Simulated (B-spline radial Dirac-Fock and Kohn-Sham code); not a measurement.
## Relativistic shifts of the levels of Fe²¹⁺

System: Fe²¹⁺ in the configuration 1s2 2s2 2p1.

Both columns are ΔSCF binding energies of the configuration average from an atomic code on a B-spline grid: non-relativistic Hartree-Fock with a point nucleus, and Dirac-Fock with a finite nucleus and the Coulomb interaction alone, averaged over the two j levels with weights 2j+1.

```tsv
shell	Hartree-Fock (eV)	Dirac-Fock (eV)	shift (eV)	shift (%)
1s	8337.7	8410.6	+72.90	+0.87
2s	1827.9	1847.7	+19.76	+1.08
2p	1784.1	1791.2	+7.12	+0.40
```

Relativity binds 1s, 2s, 2p more strongly, among those listed most of all 2s in relative terms.

Values without a named source are computed, but for edge energies of neutral atoms, which are taken from tables.
